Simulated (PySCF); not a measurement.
## Working out the ionisation energy of Ag

Ag [Kr] 4d10 5s1 (2S) → Ag⁺ [Kr] 4d10 (1S). Computed with PySCF 2.14 in x2c-QZVPPall with one added diffuse shell each of s, p, d, f, g type (14s9p8d5f3g, 143 functions), with scalar relativity by spin-free X2C-1e. Frozen: [Ar] 3d10. Energies in hartree (1 hartree = 27.21139 eV):

| part | Ag (lower) | Ag⁺ (upper) |
| --- | --- | --- |
| UHF | -5312.877677 | -5312.644120 |
| MP2 opposite-spin | -0.487436 | -0.460465 |
| MP2 same-spin | -0.239851 | -0.220056 |

Problem. What does Hartree-Fock give?

Solution. (-5312.644120) − (-5312.877677) = 0.233557 hartree = 6.355 eV.

Problem. What do MP2 and SCS-MP2 (6/5 opposite-spin, 1/3 same-spin) give?

Solution. The opposite-spin parts differ by 0.734 eV and the same-spin parts by 0.539 eV. MP2: 6.355 + (0.734) + (0.539) = 7.628 eV. SCS-MP2: 6.355 + 1.2 × (0.734) + (0.539)/3 = 7.415 eV.

Measured between the centres of the two terms (NIST): 7.576 eV, so MP2 (valence and next inner shell) is off by 0.052 eV.

What remains against the reference includes basis incompleteness, the frozen core and correlation beyond second order.
